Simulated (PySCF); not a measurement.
Field gradients from PBE0/pcSseg-1 densities (PySCF, non-relativistic) at GFN2-xTB geometries, isolated species, one conformer each; χzz is the principal value of largest magnitude, with Q(14N) = 0.02044 b, Q(17O) = −0.0256 b, Q(35Cl) = −0.0817 b. GFN2-xTB bond lengths can be off by several hundredths of an ångström, more for odd bonds, and the gradients follow them. These gradients aren't converged with respect to the basis.

Task: These 14N couplings (χzz in MHz, η) are listed in rising order: (-5.467, 0.00); (-5.075, 0.15); (-3.581, 0.40). Assign them to: N7 (nitrogen bridging silicon atoms) in `[NH2:1][C:2](=[O:3])[C:4]1=[CH:5][Si@@H:6]([NH:7][SiH3:8])[CH:9]=[CH:10]1`; N1 (aniline-type nitrogen) in `[NH2:1][c:2]1[cH:3][cH:4][cH:5][n:6][c:7]1[SiH2:8][S:9][SiH3:10]`; the cyano nitrogen of `N#C[SiH2][SiH2]C[SiH3]`.

Result: -5.467 MHz, η 0.00: the cyano nitrogen of `N#C[SiH2][SiH2]C[SiH3]`; -5.075 MHz, η 0.15: N1 (aniline-type nitrogen) in `[NH2:1][c:2]1[cH:3][cH:4][cH:5][n:6][c:7]1[SiH2:8][S:9][SiH3:10]`; -3.581 MHz, η 0.40: N7 (nitrogen bridging silicon atoms) in `[NH2:1][C:2](=[O:3])[C:4]1=[CH:5][Si@@H:6]([NH:7][SiH3:8])[CH:9]=[CH:10]1`.

Task: Rank these 17O sites by the size of the quadrupole coupling, smallest first.
A. The siloxane oxygen of `C[C@@H]1[SiH2]O[Si@@]1(C)Cl`
B. The amide oxygen of `NC(=O)C1=C[Si@@H](N[SiH3])C=C1`
C. The cyclic ether oxygen of `FC1(Cl)COC1`
D. The silyl ether oxygen of `C=C[Si@H](Cl)[SiH2]OC`
E. The siloxane oxygen of `C[SiH2]O[Si@H](C)N(C)C`

Result: A (5.404 MHz), E (6.286 MHz), B (9.789 MHz), D (10.51 MHz), C (13.03 MHz).

Task: These 35Cl couplings (χzz in MHz, η) are listed in rising order: (-74.62, 0.02); (-39.74, 0.07); (-36.91, 0.08). Assign them to: the silicon-bound chlorine of `C=C[Si@H](Cl)[SiH2]OC`; the chlorine on a fluorinated carbon of `FC1(Cl)COC1`; the silicon-bound chlorine of `C[C@@H]1[SiH2]O[Si@@]1(C)Cl`.

Result: -74.62 MHz, η 0.02: the chlorine on a fluorinated carbon of `FC1(Cl)COC1`; -39.74 MHz, η 0.07: the silicon-bound chlorine of `C=C[Si@H](Cl)[SiH2]OC`; -36.91 MHz, η 0.08: the silicon-bound chlorine of `C[C@@H]1[SiH2]O[Si@@]1(C)Cl`.

All sites together:

```tsv
nucleus	site	Vzz (au)	η	χzz (MHz)
14N	N7 (nitrogen bridging silicon atoms) in [NH2:1][C:2](=[O:3])[C:4]1=[CH:5][Si@@H:6]([NH:7][SiH3:8])[CH:9]=[CH:10]1	-0.746	0.40	-3.581
14N	N1 (aniline-type nitrogen) in [NH2:1][c:2]1[cH:3][cH:4][cH:5][n:6][c:7]1[SiH2:8][S:9][SiH3:10]	-1.057	0.15	-5.075
14N	the cyano nitrogen of N#C[SiH2][SiH2]C[SiH3]	-1.138	0.00	-5.467
17O	the siloxane oxygen of C[C@@H]1[SiH2]O[Si@@]1(C)Cl	0.898	0.06	-5.404
17O	the siloxane oxygen of C[SiH2]O[Si@H](C)N(C)C	1.045	0.01	-6.286
17O	the silyl ether oxygen of C=C[Si@H](Cl)[SiH2]OC	1.747	0.35	-10.51
17O	the amide oxygen of NC(=O)C1=C[Si@@H](N[SiH3])C=C1	-1.627	0.02	9.789
17O	the cyclic ether oxygen of FC1(Cl)COC1	-2.167	0.76	13.03
35Cl	the silicon-bound chlorine of C=C[Si@H](Cl)[SiH2]OC	2.070	0.07	-39.74
35Cl	the chlorine on a fluorinated carbon of FC1(Cl)COC1	3.887	0.02	-74.62
35Cl	the silicon-bound chlorine of C[C@@H]1[SiH2]O[Si@@]1(C)Cl	1.923	0.08	-36.91
```
